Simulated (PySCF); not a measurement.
A structure optimised at PBE-D3(BJ)/def2-SVP, used in a PySCF frequency run:

```xyz
10

C     -2.1988    -0.5979    -0.3679
C     -1.0504    -0.7124     0.6024
O     -1.1730    -1.0277     1.7779
Si     0.7436    -0.2820     0.0088
F      1.0045    -0.8698    -1.4991
Cl     0.8860     1.7857    -0.0774
H     -2.2491     0.4463    -0.7457
H     -3.1530    -0.8751     0.1196
H     -2.0079    -1.2388    -1.2546
H      1.7776    -0.8283     0.9353
```
Charge 0, spin multiplicity 1.

Problem. Write its SMILES and formula.

Solution. CC(=O)[Si@@H](F)Cl, C2H4ClFOSi

Problem. What are its rotational constants (standard atomic weights)?

Solution. 2.8883, 1.5551, 1.3280 GHz
